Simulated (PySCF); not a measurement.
# Au⁶⁸⁺ (gold, charge +68) across methods

[Ne] 3s1, 2S determinant. All numbers are calculated (PySCF 2.14, the spin-free X2C one-electron Hamiltonian (Gaussian nucleus), in an even-tempered Gaussian basis (17 s from 21 bohr⁻², ratio 2.5; 12 p from 27 bohr⁻², ratio 2.5; 4 d from 98 bohr⁻², ratio 2.7; 4 f from 150 bohr⁻², ratio 2.7)).

```
 method   E (hartree)  mean ε 2p α (eV)  mean ε 2p β (eV)  mean ε 3s α (eV)  Σ⟨r²⟩ (bohr²)   ⟨S²⟩
   BLYP     -13103.60          -18267.4          -18262.4           -8311.3        0.07314  0.750
   PBE0     -13102.28          -18313.3          -18307.6           -8323.0        0.07315  0.750
    LDA     -13090.84          -18259.4          -18254.2           -8306.4        0.07320  0.750
r2SCAN0     -13102.44          -18330.3          -18324.7           -8323.4        0.07317  0.750
 r2SCAN     -13102.71          -18288.9          -18283.6           -8310.4        0.07317  0.750
    UHF  -13101.18144          -18453.4          -18446.5           -8361.6        0.07316  0.750
    PBE     -13102.50          -18266.1          -18260.7           -8309.9        0.07315  0.750
```

Spin-orbit coupling, which splits the p, d and f shells strongly at this Z, is absent.
